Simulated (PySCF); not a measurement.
A PySCF script (with the pyscf-properties extension) for the NMR shieldings of SMILES B1(C=C)C=CC=CC=C1, C$_{8}$H$_{9}$B, on a GFN2-xTB geometry:

```python
import basis_set_exchange as bse
import numpy as np
from pyscf import gto, dft
from pyscf.prop import nmr

atoms = """
C     3.219029    0.140269    0.273356
C     2.249430   -0.517550   -0.355192
B     0.716693   -0.236718   -0.214551
C     0.243023    1.169744    0.152677
C    -1.022003    1.619317    0.376159
C    -2.239448    0.899806    0.329536
C    -2.485558   -0.404277    0.013289
C    -1.598641   -1.439591   -0.365536
C    -0.242413   -1.399768   -0.476266
H     4.264814   -0.109447    0.168390
H     3.007176    0.955446    0.947886
H     2.556826   -1.342908   -0.992616
H     1.007852    1.935429    0.247500
H    -1.148382    2.667906    0.634334
H    -3.114703    1.490606    0.578193
H    -3.528375   -0.701533    0.046798
H    -2.098428   -2.379289   -0.588011
H     0.204351   -2.341124   -0.787603
"""
names = dict.fromkeys(["C", "B", "H"], "pcSseg-1")
basis = {el: gto.basis.parse(bse.get_basis(n, elements=[el], fmt="nwchem")) for el, n in names.items()}
mol = gto.M(atom=atoms, basis=basis, charge=0, verbose=0)
mf = dft.RKS(mol, xc="PBE0")
mf.grids.level = 2
mf.grids.alignment = dft.numint.BLKSIZE   # the property module wants whole blocks of grid points
mf.conv_tol = 1e-9
mf.kernel()

calc = nmr.RKS(mf)   # GIAO
C = mf.mo_coeff
Co = C[:, mf.mo_occ > 0]
resp = mf.gen_response(singlet=True, hermi=2)
def vind(x):   # induced exchange potential for any number of trial vectors
    d = np.einsum("pi,xij,qj->xpq", C, 2 * x.reshape(-1, C.shape[1], Co.shape[1]), Co, optimize=True)
    return np.einsum("xpq,pi,qj->xij", resp(d - d.transpose(0, 2, 1)), C, Co, optimize=True).ravel()
mo1, _ = nmr.rhf.solve_mo1(calc, with_cphf=vind)
sigma = calc.kernel(mo1)
for i, s in enumerate(sigma):   # ppm
    print("%2d %-2s %9.2f" % (i, mol.atom_pure_symbol(i), np.trace(s) / 3))
```

Task: What are the results?

Result: 
```
 0 C      46.30
 1 C      30.95
 2 B      58.37
 3 C      26.43
 4 C      32.15
 5 C      43.70
 6 C      44.08
 7 C      31.81
 8 C      23.62
 9 H      25.26
10 H      25.20
11 H      24.29
12 H      23.11
13 H      23.40
14 H      24.08
15 H      24.12
16 H      23.42
17 H      23.36
```

These numbers come from an equivalent density-fitted implementation of the same equations, which agrees with the script to about 0.01 ppm for H and up to a few tenths of a ppm for heavy atoms, so last digits may differ.

Size and cost of the density-fitted run: 198 basis functions, 33 s wall time on 1 thread of an Arm Neoverse V2, shared host; peak memory 0.96 GiB.
